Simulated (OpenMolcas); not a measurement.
## Levels of Sn III by method

```yaml
Program: OpenMolcas
Basis: ANO-RCC-VQZP [8s7p5d3f2g]
Scalar_Hamiltonian: DKH2, point nucleus
Active_space: 2 electrons in 8 orbitals (5s 5p 6s 6p)
State_averaging: 2S+1 = 3 even, 3 roots; 2S+1 = 1 even, 7 roots; 2S+1 = 3 odd, 3 roots; 2S+1 = 1 odd, 3 roots
Spin-orbit_coupling: RASSI with atomic mean-field integrals over the reference wave functions, term energies averaged over their components
```

Methods on the same reference wave functions:
A. CASSCF
B. SS-CASPT2, IPEA 0.25 Eh, imaginary shift 0.1 Eh (closed shells correlated: 4d)
C. MS-CASPT2, IPEA 0.25 Eh, imaginary shift 0.1 Eh (closed shells correlated: 4d)

Energies in cm-1 above 5s2 1S0, the measured ground level; measured values from Moore, Atomic Energy Levels, vol. III, NSRDS-NBS 35 (1971 reprint of NBS Circular 467, 1958).

```json
{"Level": "5s2 1S0", "A": "0.0", "B": "0.0", "C": "0.0", "Measured": "0.0"}
{"Level": "5s 5p 3P* 0", "A": "49643", "B": "53220", "C": "53420", "Measured": "53548"}
{"Level": "5s 5p 3P* 1", "A": "51069", "B": "54600", "C": "54790", "Measured": "55196"}
{"Level": "5s 5p 3P* 2", "A": "54239", "B": "57820", "C": "58010", "Measured": "59229"}
{"Level": "5s 5p 1P* 1", "A": "85769", "B": "77890", "C": "78090", "Measured": "79911"}
{"Level": "5p2 3P0", "A": "124923", "B": "127980", "C": "128170", "Measured": "127308"}
{"Level": "5p2 3P1", "A": "126386", "B": "129440", "C": "129630", "Measured": "130120"}
```

Deviations, from unrounded energies. A percentage is the sum of absolute deviations over the sum of measured energies, with the sign that they share, or ± where signs differ.

| Against measurement | Levels | A | B | C |
| --- | --- | --- | --- | --- |
| mean absolute deviation (cm-1) | 6 | 4200 | 950 | 820 |
| other configurations (%) | 6 | ±4.9 | ±1.1 | ±1.0 |

C lies closest to measurement on these levels and A furthest from it. The largest miss of C in the table is 5s 5p 1P* 1, by -1800 cm-1. The ranking rests on the paired levels alone, and a cruder setting can come out closer through cancelling errors.

Between B and C the level of the table that moves most is 5p2 3P0, by 190 cm-1 (lowest in B, highest in C). Moves below CASPT2's spread within the term are not significant.

The lowest spin-free term lies below A's lowest term by 0.431 hartree in B, 0.432 hartree in C.

Over all roots computed the reference weight is 0.86 to 0.94 in B, 0.86 to 0.94 in C; the roots of lowest weight are the least certain, and an intruder state may touch them. The run also gave levels led by 5s 6s, which use shells meant for correlation; these and all levels above them are left out. The ¹D term of p² mixes with s d, which this space lacks. Computed and measured levels are paired by configuration, term and J; levels that our copy of the source lacks, or whose pairing is in doubt (as where it misses far off the trend of its configuration), stay unpaired and out of the deviations. Only configurations of the active space appear. Levels that lie high or do not pair safely by name in every column are left out.

* marks odd parity.
